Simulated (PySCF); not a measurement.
**Successive ionisation energies of hafnium**

Calculated with PySCF 2.14, two-component X2C-1e (Gaussian nucleus, no Breit or QED terms), each ion in its own even-tempered basis; GMP2 freezes the deep shells of the larger ions and drops the highest virtual spinors; eV.

```
  ion      configuration  GHF (screened spin-orbit)  GMP2 (screened spin-orbit)      NIST         kind
Hf²⁸⁺           [Kr] 4d8                     1093.8                      1094.2  1094 ± 4  theoretical
Hf²⁹⁺           [Kr] 4d7                     1144.9                      1145.0  1146 ± 4  theoretical
Hf³⁰⁺           [Kr] 4d6                     1194.2                      1194.2  1195 ± 4  theoretical
Hf³¹⁺           [Kr] 4d5                     1243.8                      1243.6  1245 ± 4  theoretical
Hf³²⁺           [Kr] 4d4                     1311.2                      1311.8  1311 ± 4  theoretical
Hf³³⁺           [Kr] 4d3                     1361.7                      1362.3  1362 ± 5  theoretical
Hf³⁴⁺           [Kr] 4d2                     1417.3                      1417.4  1417 ± 5  theoretical
Hf³⁵⁺           [Kr] 4d1                     1468.5                      1468.7  1467 ± 5  theoretical
Hf³⁶⁺               [Kr]                     1663.7                      1665.1  1669 ± 5  theoretical
Hf³⁷⁺  [Ar] 3d10 4s2 4p5                     1714.4                      1715.8  1719 ± 4  theoretical
Hf³⁸⁺  [Ar] 3d10 4s2 4p4                     1769.9                      1770.7  1776 ± 4  theoretical
Hf³⁹⁺  [Ar] 3d10 4s2 4p3                     1822.1                      1822.9  1827 ± 4  theoretical
```
